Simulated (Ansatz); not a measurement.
Two members of one family (Series GeHMe2X), computed with Ansatz in the gas phase. The two geometries come from different levels. Binding counts from free atoms in the multiplicity of their measured ground term, without zero-point energy. The structures are stationary points that may keep the symmetry of their start.

First: GeHMe2F (singlet, charge 0, PBE0-D4/def2-SVP geometry).

```tsv
atom	x (Å)	y (Å)	z (Å)
Ge1	0.468	-0.539	-0.027
H2	0.665	-1.903	0.664
C3	0.628	0.950	1.203
H4	-0.162	0.902	1.968
H5	0.533	1.900	0.659
H6	1.604	0.929	1.709
C7	-1.147	-0.473	-1.098
H8	-1.151	-1.283	-1.842
H9	-1.208	0.490	-1.626
H10	-2.036	-0.579	-0.458
F11	1.807	-0.394	-1.151
```

```tsv
level	HOMO (eV)	LUMO (eV)	gap (eV)	binding per atom (eV)
PBE-D4/def2-SVP	-7.15	0.30	7.46	3.76
PBE-D4/def2-TZVP	-7.31	0.03	7.34	3.74
r2SCAN-D4/def2-TZVP	-7.63	0.41	8.04	3.72
PBE0-D4/def2-SVP	-8.63	1.21	9.84	3.72
ωB97X-V/def2-TZVP	-11.05	2.86	13.91	3.73
```

Second: GeHMe2Br (singlet, charge 0, B3LYP-D4/def2-SVP geometry).

Cartesian coordinates in Å:
```
Ge -0.271 0.107 0.638
H -0.219 -0.538 2.040
C -1.071 -1.093 -0.686
H -2.081 -1.389 -0.372
H -0.449 -1.996 -0.796
H -1.136 -0.583 -1.659
C 1.479 0.784 0.081
H 1.867 1.497 0.824
H 1.390 1.296 -0.889
H 2.189 -0.052 -0.017
Br -1.699 1.966 0.836
```

Estimate the same table for the second.


| level | HOMO (eV) | LUMO (eV) | gap (eV) | binding per atom (eV) |
| --- | --- | --- | --- | --- |
| PBE-D4/def2-SVP | -6.40 | -0.68 | 5.73 | 3.59 |
| PBE-D4/def2-TZVP | -6.61 | -0.95 | 5.66 | 3.58 |
| r2SCAN-D4/def2-TZVP | -6.93 | -0.66 | 6.26 | 3.56 |
| PBE0-D4/def2-SVP | -7.72 | 0.23 | 7.95 | 3.57 |
| ωB97X-V/def2-TZVP | -10.22 | 2.08 | 12.29 | 3.56 |
